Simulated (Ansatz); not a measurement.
The same path of C2H10AlNSi (15 atoms, charge 0, multiplicity 1) was run twice with different band settings. The coordinate that changes most is the dihedral C1–Al2–N3–H10.

Level of theory: RKS BLYP/def2-SVP (Ansatz).

Relaxed end points:

```xyz
15
Properties=species:S:1:pos:R:3
C -2.158 0.360 -0.787
Al -0.381 -0.485 -0.633
N 0.386 -1.186 -2.095
C 0.611 -0.597 1.079
Si 1.457 0.991 1.669
H -2.913 -0.176 -0.171
H -2.539 0.382 -1.830
H -2.140 1.407 -0.416
H -0.021 -1.170 -3.035
H 1.295 -1.656 -2.129
H 1.384 -1.394 1.011
H -0.101 -0.910 1.876
H 0.456 2.105 1.821
H 2.152 0.828 2.995
H 2.489 1.447 0.673
```

```xyz
15
Properties=species:S:1:pos:R:3
C -2.213 0.250 -0.608
Al -0.463 -0.641 -0.408
N 0.069 -1.816 -1.654
C 0.755 -0.293 1.116
Si 1.657 1.374 1.111
H -2.766 -0.077 -1.513
H -2.096 1.354 -0.670
H -2.869 0.057 0.269
H 0.950 -2.337 -1.651
H -0.465 -2.063 -2.493
H 1.519 -1.099 1.176
H 0.162 -0.344 2.057
H 0.673 2.513 1.091
H 2.541 1.565 2.315
H 2.525 1.506 -0.111
```

Common settings: spring 5.0 eV/Å²; optimiser quadratic models (default); start path IDPP; force threshold 0.05 eV/Å; iteration limit 60; end points relaxed.

| run | movable images | climbing image |
| --- | --- | --- |
| 1 | 7 | yes |
| 2 | 6 | no |

(1) What does each run give, and how far can it be trusted?

Results:

(1) Run 1: converged after 15 iterations, highest image 0.441 eV above the first end. A vibrational analysis at the climbing image gives one clearly imaginary mode, 403i cm⁻¹: a first-order saddle point.
Run 2: converged after 6 iterations, highest image 0.389 eV above the first end. No image climbed, so the highest image needn't sit at the top of the path.
